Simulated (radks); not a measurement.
Question: All-electron atom: Re in [Xe] 4f14 5d5 6s2 (the NIST ground configuration). Calculated with a radial shooting solver on a logarithmic mesh with Libxc functionals: non-relativistic Kohn-Sham, exchange-only PBE, spin-polarised, spherical densities, point nucleus; open shells are filled with parallel spins first (spin-orbit coupling, left out, can overturn this in heavy ions); relativity is left out, which matters for an element this heavy. Some entries of the table are withheld. Estimate them.

orbital  occ.  eigenvalue (eV)  <r> (bohr)
1s down     1        -65564.60     0.02020
1s up       1        -65564.59     0.02020
2s up       1        -10810.59     0.08527
2s down     1        -10810.32     0.08527
2p up       3        -10368.91     0.07211
2p down     3        -10368.70     0.07211
3s up       1        -2480.305      0.2163
3s down     1        -2480.220      0.2163
3p up       3        -2274.878      0.2064
3p down     3        -2274.788      0.2064
3d up       5        -1891.897      0.1809
3d down     5        -1891.725      0.1809
4s up       1        -501.6856      0.4812
4s down     1        -501.4796      0.4812
4p up       3        -415.3036      0.4877
4p down     3        -415.0833      0.4876
4d up       5        -257.6256      0.5025
4d down     5        -257.3501      0.5023
5s up       1         -69.6629       1.142
5s down     1         -66.7488       1.132
4f up       7         -50.7744      0.5659
4f down     7         -50.2781      0.5619
5p up       3         -44.3708       1.261
5p down     3         -41.0655       1.249
5d up       5          -7.3189       1.837
6s up       1          -4.9171         (1)
5d down     0          -3.7345       1.977
6s down     1          -3.3538         (2)

Answer: 
(1) 6s up <r> (bohr): 3.361
(2) 6s down <r> (bohr): 3.853
